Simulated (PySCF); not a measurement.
**Spin–spin coupling constants**

Geometry:
| atom | x (Å) | y (Å) | z (Å) |
| --- | --- | --- | --- |
| C1 | -1.895 | 0.931 | 0.047 |
| N2 | -2.286 | -0.095 | -0.550 |
| Ga3 | -1.389 | -1.594 | -1.257 |
| N4 | 0.588 | -0.948 | -0.659 |
| C5 | 1.323 | -0.206 | -0.166 |
| C6 | 2.282 | 0.694 | 0.439 |
| H7 | -0.825 | 1.168 | 0.299 |
| H8 | -2.603 | 1.717 | 0.389 |
| H9 | -1.254 | -1.579 | -2.819 |
| H10 | -1.547 | -2.899 | -0.401 |
| H11 | 2.251 | 1.667 | -0.070 |
| H12 | 2.039 | 0.838 | 1.501 |
| H13 | 3.295 | 0.273 | 0.354 |

Indirect spin–spin couplings were computed at B3LYP/pcJ-1 (pcSseg-1 on Ga) (spin–dipole term only in couplings to heteroatoms) (PySCF) on a PBE0-D3(BJ)/def2-SVP structure, for the isolated molecule, without vibrational or relativistic corrections. Couplings are averaged over pairs made equivalent by symmetry, fast rotation or ring inversion, so a value needn't be that of the named pair in this geometry, while other rotamers aren't included; one pair stands for each set, and the list holds those of at least 1.5 Hz over up to four bonds.

Isotopes: ¹³C, ¹H, ¹⁵N.

```
    pair  bonds  J (Hz)
  C1, N2      1    -8.4
  C1, H7      1       ?
  C1, H8      1       ?
  N4, C5      1   -31.0
  C5, C6      1    71.1
 C6, H11      1   144.5
  N2, H7      2     3.2
  N2, H8      2   -10.3
  N2, H9      2    -7.8
  N4, H9      2    -7.6
 C5, H11      2   -10.1
  H7, H8      2       ?
 H9, H10      2    31.8
H11, H12      2       ?
  C1, H9      3       ?
 N4, H11      3       ?
  C5, H9      3     3.2
  H7, H9      4    -2.1
```

Question: Estimate the withheld couplings, with signs.

Answer: 
- ¹J(C1,H7) = 154.0 Hz (bond length 1.125 Å, sp2 carbon)
- ¹J(C1,H8) = 188.4 Hz (bond length 1.112 Å, sp2 carbon)
- ²J(H7,H8) = 23.8 Hz (angle at C1 113°)
- ²J(H11,H12) = -18.4 Hz
- ³J(C1,H9) = 3.0 Hz (dihedral angle 104°)
- ³J(N4,H11) = -2.2 Hz

Relativistic effects of the heavier atoms present are left out.
